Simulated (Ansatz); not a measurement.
Consider the redistribution: `[TeH]C1O[SiH2]1` + `[SiH3]C(Cl)Br` → `[SiH3]C(Cl)[TeH]` + `BrC1O[SiH2]1`.

Program: Ansatz. Geometries: PBE0-D4/def2-TZVP. ΔE: electronic, gas phase. CCSD(T)/CBS is the MP2 limit (def2-TZVPP, def2-QZVPP) plus CCSD(T) − MP2 in def2-TZVPP, frozen cores. Functionals use def2-TZVPP. B3LYP here is the variant with VWN-RPA as its local correlation; programs differ in this. def2 core potentials past Kr. For Br, Te outer-core shells are correlated without core-valence functions, which leaves a few kJ/mol of doubt a bond. Scalar relativity is left out up to krypton.

`[TeH]C1O[SiH2]1`:

Cartesian coordinates in Å:
```
Te 1.265 -1.953 0.374
C -0.056 -0.606 -0.605
O -1.373 -0.394 0.004
Si -0.511 1.031 0.000
H 1.802 -0.834 1.474
H -0.124 -0.870 -1.658
H -1.006 2.106 -0.885
H 0.003 1.520 1.296
```

`[SiH3]C(Cl)Br`:

Cartesian coordinates in Å:
```
Si 0.179 0.827 0.507
C -0.185 -0.838 -0.320
Cl -1.829 -0.841 -0.973
Br 1.146 -1.153 -1.703
H 1.547 0.778 1.079
H 0.070 1.880 -0.527
H -0.821 1.038 1.584
H -0.106 -1.689 0.353
```

`[SiH3]C(Cl)[TeH]`:

Cartesian coordinates in Å:
```
Si -0.420 0.594 -0.852
C 0.515 -0.755 0.077
Cl 2.256 -0.359 0.096
Te -0.335 -1.101 2.016
H 0.207 0.805 -2.182
H -1.833 0.169 -1.021
H -0.350 1.843 -0.056
H 0.413 -1.717 -0.428
H -0.452 0.520 2.351
```

`BrC1O[SiH2]1`:

Z-matrix (Å, degrees):
```
C
O 1 1.428
Si 1 1.806 2 61.2
Br 1 1.934 2 114.5 3 113.5
H 1 1.085 2 114.2 3 -120.8
H 3 1.475 1 120.1 2 100.6
H 3 1.477 1 122.9 2 -96.7
```

(1) Is it downhill or uphill in electronic energy at CCSD(T)/CBS, and by how much? (An estimate is asked.)

(2) What do these levels give: ωB97M-V, B2PLYP, B3LYP, HF/def2-TZVPP, HF/def2-QZVPP, MP2/def2-QZVPP? (Estimate.)

Largest T1 diagnostic among the species: 0.014.

Results:

(1) The calculation gave: Downhill: ΔE = -0.10 eV.

(2) Ansatz gave: ωB97M-V -0.12, B2PLYP -0.10, B3LYP -0.10, HF/def2-TZVPP -0.10, HF/def2-QZVPP -0.10, MP2/def2-QZVPP -0.11 eV.
